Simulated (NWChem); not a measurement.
Everything below was run with NWChem. System: Br$_{2}$Zn, charge 0, spin multiplicity 1, at a geometry optimised with PBE/def2-SVP. The structure started from a generated list of species. Level: PBE/def2-TZVP.

Output (cleaned and shortened):

```
             Northwest Computational Chemistry Package (NWChem) 7.3.0
             --------------------------------------------------------

                                NWChem Input Module
                                -------------------

 Scaling coordinates for geometry "geometry" by  1.889725989
 (inverse scale =  0.529177249)

 Turning off AUTOSYM since
 SYMMETRY directive was detected!

                             Geometry "geometry" -> ""
                             -------------------------

 Output coordinates in angstroms (scale by  1.889725989 to convert to a.u.)

  No.       Tag          Charge          X              Y              Z
 ---- ---------------- ---------- -------------- -------------- --------------
    1 Zn                  30.0000     0.00000000     0.00000000     0.00000000
    2 Br                  35.0000     0.00000000     0.00000000     2.23811200
    3 Br                  35.0000     0.00000000     0.00000000    -2.23811200

 Effective nuclear repulsion energy (a.u.)     641.3411339163

            Nuclear Dipole moment (a.u.)
            ----------------------------
        X                 Y               Z
 ---------------- ---------------- ----------------
     0.0000000000     0.0000000000     0.0000000000

      Symmetry information
      --------------------

 Group name             D2h
 Group number             26
 Group order               8
 No. of unique centers     2

      Symmetry unique atoms

     1    2


 Summary of "ao basis" -> "" (spherical)
 ------------------------------------------------------------------------------
       Tag                 Description            Shells   Functions and Types
 ---------------- ------------------------------  ------  ---------------------
 *                         def2-tzvp                  on all atoms

  pbe96 is a nonlocal functional; adding pw91lda local functional.

                                 NWChem DFT Module
                                 -----------------

 Summary of "ao basis" -> "ao basis" (spherical)
 ------------------------------------------------------------------------------
       Tag                 Description            Shells   Functions and Types
 ---------------- ------------------------------  ------  ---------------------
 Zn                        def2-tzvp                16       48   6s5p4d1f
 Br                        def2-tzvp                16       48   6s5p4d1f

 Summary of "ao basis" -> "ao basis" (spherical)
 ------------------------------------------------------------------------------
       Tag                 Description            Shells   Functions and Types
 ---------------- ------------------------------  ------  ---------------------
 Zn                        def2-tzvp                16       48   6s5p4d1f
 Br                        def2-tzvp                16       48   6s5p4d1f

      Symmetry analysis of basis
      --------------------------

        ag         35
        au          6
        b1g         9
        b1u        28
        b2g        15
        b2u        18
        b3g        15
        b3u        18

            General Information
            -------------------
          SCF calculation type: DFT
          Wavefunction type:  closed shell.
          No. of atoms     :     3
          No. of electrons :   100
           Alpha electrons :    50
            Beta electrons :    50
          Charge           :     0
          Spin multiplicity:     1
          Use of symmetry is: on ; symmetry adaption is: on
          Maximum number of iterations: 100
          AO basis - number of functions:   144
                     number of shells:    48
          Convergence on energy requested:  1.00D-06
          Convergence on density requested:  1.00D-05
          Convergence on gradient requested:  5.00D-04

              XC Information
              --------------
          PerdewBurkeErnzerhof Exchange Functional  1.000
            Perdew 1991 LDA Correlation Functional  1.000 local
           PerdewBurkeErnz. Correlation Functional  1.000 non-local

             Grid Information
             ----------------
          Grid used for XC integration:  medium
[...]
 !! scf_movecs_sym_adapt:   66 vectors were symmetry contaminated

  Symmetry fudging

 !! scf_movecs_sym_adapt:   66 vectors were symmetry contaminated

 d= 0,ls=0.0,diis     3  -6926.7129201756 -5.03D-02  3.42D-03  6.17D-01     8.6

 !! scf_movecs_sym_adapt:   66 vectors were symmetry contaminated

  Symmetry fudging

 !! scf_movecs_sym_adapt:   66 vectors were symmetry contaminated

 d= 0,ls=0.0,diis     4  -6926.7780225677 -6.51D-02  5.58D-04  2.14D-01     8.8

 !! scf_movecs_sym_adapt:   68 vectors were symmetry contaminated

  Symmetry fudging

 !! scf_movecs_sym_adapt:   66 vectors were symmetry contaminated

 d= 0,ls=0.0,diis     5  -6926.7848961261 -6.87D-03  2.04D-04  8.74D-04     9.0

 !! scf_movecs_sym_adapt:   66 vectors were symmetry contaminated

  Symmetry fudging

 !! scf_movecs_sym_adapt:   64 vectors were symmetry contaminated

  Resetting Diis
 d= 0,ls=0.0,diis     6  -6926.7850320038 -1.36D-04  4.51D-05  3.35D-05     9.2

 !! scf_movecs_sym_adapt:   66 vectors were symmetry contaminated

  Symmetry fudging

 !! scf_movecs_sym_adapt:   64 vectors were symmetry contaminated

 d= 0,ls=0.0,diis     7  -6926.7850380147 -6.01D-06  1.73D-05  2.10D-06     9.5

 !! scf_movecs_sym_adapt:   68 vectors were symmetry contaminated

  Symmetry fudging

 !! scf_movecs_sym_adapt:   66 vectors were symmetry contaminated

 d= 0,ls=0.0,diis     8  -6926.7850377661  2.49D-07  9.39D-06  5.66D-06     9.7

         Total DFT energy =    -6926.785037766111
      One electron energy =   -10925.655607585824
           Coulomb energy =     3610.250054495799
    Exchange-Corr. energy =     -252.720618592387
 Nuclear repulsion energy =      641.341133916301

 Numeric. integr. density =      100.000001295020

     Total iterative time =      6.6s

                  Occupations of the irreducible representations
                  ----------------------------------------------

                     irrep           alpha         beta
                     --------     --------     --------
                     ag               14.0         14.0
                     au                1.0          1.0
                     b1g               2.0          2.0
                     b1u              11.0         11.0
                     b2g               5.0          5.0
                     b2u               6.0          6.0
                     b3g               5.0          5.0
                     b3u               6.0          6.0

                       DFT Final Molecular Orbital Analysis
                       ------------------------------------

 Vector   48  Occ=2.000000D+00  E=-2.823774D-01  Symmetry=b2u
              MO Center=  1.4D-29, -2.9D-15,  4.5D-16, r^2= 6.0D+00
   Bfn.  Coefficient  Atom+Function         Bfn.  Coefficient  Atom+Function
  ----- ------------  ---------------      ----- ------------  ---------------
    65      0.353728  2 Br py               113      0.353728  3 Br py
    59     -0.243686  2 Br py               107     -0.243686  3 Br py
    62      0.219296  2 Br py               110      0.219296  3 Br py
    68      0.208354  2 Br py               116      0.208354  3 Br py
    17      0.126516  1 Zn py                56      0.074414  2 Br py

 Vector   49  Occ=2.000000D+00  E=-2.686643D-01  Symmetry=b2g
              MO Center= -1.4D-17,  1.7D-20,  3.0D-16, r^2= 6.3D+00
   Bfn.  Coefficient  Atom+Function         Bfn.  Coefficient  Atom+Function
  ----- ------------  ---------------      ----- ------------  ---------------
    64      0.363296  2 Br px               112     -0.363296  3 Br px
    58     -0.253412  2 Br px               106      0.253412  3 Br px
    61      0.231108  2 Br px               109     -0.231108  3 Br px
    67      0.224790  2 Br px               115     -0.224790  3 Br px
    25      0.118360  1 Zn d  1              55      0.077315  2 Br px

 Vector   50  Occ=2.000000D+00  E=-2.686643D-01  Symmetry=b3g
              MO Center= -5.9D-20, -1.8D-17,  1.9D-16, r^2= 6.3D+00
   Bfn.  Coefficient  Atom+Function         Bfn.  Coefficient  Atom+Function
  ----- ------------  ---------------      ----- ------------  ---------------
    65      0.363296  2 Br py               113     -0.363296  3 Br py
    59     -0.253412  2 Br py               107      0.253412  3 Br py
    62      0.231108  2 Br py               110     -0.231108  3 Br py
    68      0.224790  2 Br py               116     -0.224790  3 Br py
    23     -0.118360  1 Zn d -1              56      0.077315  2 Br py

 Vector   51  Occ=0.000000D+00  E=-1.011252D-01  Symmetry=ag
              MO Center=  9.5D-14, -1.4D-14, -2.2D-14, r^2= 5.3D+00
   Bfn.  Coefficient  Atom+Function         Bfn.  Coefficient  Atom+Function
  ----- ------------  ---------------      ----- ------------  ---------------
     6      0.740668  1 Zn s                  5      0.655069  1 Zn s
    69      0.309246  2 Br pz               117     -0.309246  3 Br pz
    54     -0.288135  2 Br s                102     -0.288135  3 Br s
    66      0.270139  2 Br pz               114     -0.270139  3 Br pz
     4     -0.193992  1 Zn s                 60     -0.175493  2 Br pz

 Vector   52  Occ=0.000000D+00  E=-4.795753D-02  Symmetry=b3u
              MO Center= -9.3D-14,  5.5D-29,  3.7D-17, r^2= 4.8D+00
   Bfn.  Coefficient  Atom+Function         Bfn.  Coefficient  Atom+Function
  ----- ------------  ---------------      ----- ------------  ---------------
    19      0.629141  1 Zn px                16      0.549912  1 Zn px
    67     -0.217754  2 Br px               115     -0.217754  3 Br px
    10     -0.185712  1 Zn px                64     -0.142082  2 Br px
   112     -0.142082  3 Br px                61     -0.109255  2 Br px
   109     -0.109255  3 Br px                58      0.104984  2 Br px

 Vector   53  Occ=0.000000D+00  E=-4.795753D-02  Symmetry=b2u
              MO Center= -6.7D-30,  1.2D-14,  3.6D-17, r^2= 4.8D+00
   Bfn.  Coefficient  Atom+Function         Bfn.  Coefficient  Atom+Function
  ----- ------------  ---------------      ----- ------------  ---------------
    20      0.629141  1 Zn py                17      0.549912  1 Zn py
    68     -0.217754  2 Br py               116     -0.217754  3 Br py
    11     -0.185712  1 Zn py                65     -0.142082  2 Br py
   113     -0.142082  3 Br py                62     -0.109255  2 Br py
   110     -0.109255  3 Br py                59      0.104984  2 Br py

 center of mass
 --------------
 x =   0.00000000 y =   0.00000000 z =   0.00000000

 moments of inertia (a.u.)
 ------------------
        2859.089523590743           0.000000000000           0.000000000000
           0.000000000000        2859.089523590743           0.000000000000
           0.000000000000           0.000000000000           0.000000000000

     Multipole analysis of the density
     ---------------------------------

     L   x y z        total         alpha         beta         nuclear
     -   - - -        -----         -----         ----         -------
     0   0 0 0     -0.000000    -50.000000    -50.000000    100.000000

     1   1 0 0     -0.000000     -0.000000     -0.000000      0.000000
     1   0 1 0     -0.000000     -0.000000     -0.000000      0.000000
     1   0 0 1     -0.000000     -0.000000     -0.000000      0.000000

     2   2 0 0    -37.571631    -18.785816    -18.785816      0.000000
     2   1 1 0     -0.000000     -0.000000     -0.000000      0.000000
     2   1 0 1      0.000000      0.000000      0.000000      0.000000
     2   0 2 0    -37.571631    -18.785816    -18.785816      0.000000
     2   0 1 1      0.000000      0.000000      0.000000      0.000000
     2   0 0 2    -41.380141   -646.769374   -646.769374   1252.158607

 Task  times  cpu:        9.7s     wall:        9.7s

 Total times  cpu:        9.8s     wall:        9.8s
```

Question: Write an NWChem input that would produce this output.

Answer: This is not unique; one that fits is 
```
start mol
memory heap 200 mb stack 900 mb global 1100 mb
geometry units angstroms nocenter noautoz
  Zn     0.000000     0.000000     0.000000
  Br     0.000000     0.000000     2.238112
  Br     0.000000     0.000000    -2.238112
  symmetry group D2h
end
basis spherical
  * library def2-tzvp
end
dft
  xc xpbe96 cpbe96
  semidirect memsize 60000000 filesize 0
  iterations 100
end
task dft energy
```
